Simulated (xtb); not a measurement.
AsH₅Si, SMILES [SiH3][AsH2]. All values are semi-empirical tight-binding results from xtb (GFN2-xTB unless named), good for trends rather than for accurate numbers. Coordinates come from a GFN2-xTB optimisation.

Computed properties:
```
Property                                          Value
----------------------------------------  -------------
orbital gap                                     4.70 eV
zero-point energy                         23.6 kcal/mol
G − E(el) at 298.15 K (modified RRHO)      6.0 kcal/mol
static polarisability (D4 model)             63.5 bohr³
solvation energy, GFN2-xTB/ALPB(water)    -0.4 kcal/mol
solvation energy, GFN2-xTB/ALPB(toluene)  -1.8 kcal/mol
```
